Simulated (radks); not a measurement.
Question: Sn I, configuration [Kr] 4d10 5s2 5p2. Method: scalar-relativistic Kohn-Sham, BLYP, spin-polarised, spherical densities, finite nucleus; open shells are filled with parallel spins first (spin-orbit coupling, left out, can overturn this in heavy ions); Fermi nuclear charge, rms radius 4.6519 fm; computed with a radial shooting solver on a logarithmic mesh with Libxc functionals. Some entries of the table are withheld. Estimate them.

orbital  occ.  eigenvalue (eV)  <r> (bohr)
1s up       1        -29016.69     0.02906
1s down     1        -29016.66     0.02906
2s up       1        -4380.293      0.1255
2s down     1        -4380.283      0.1255
2p up       3        -3932.692      0.1096
2p down     3        -3932.669      0.1096
3s up       1        -844.7528      0.3395
3s down     1        -844.7258      0.3395
3p up       3        -698.4913      0.3378
3p down     3        -698.4606      0.3378
3d up       5        -473.1673      0.3146
3d down     5        -473.1390      0.3146
4s up       1        -133.5159      0.8183
4s down     1        -133.4522      0.8183
4p up       3         -89.2968      0.8859
4p down     3         -89.2301      0.8855
4d up       5              (1)       1.103
4d down     5              (2)       1.098
5s up       1         -10.7687       2.398
5s down     1          -9.8601       2.389
5p up       2          -3.9069       3.216
5p down     0          -2.9985       3.339

Answer: 
(1) 4d up eigenvalue (eV): -25.5201
(2) 4d down eigenvalue (eV): -25.3727
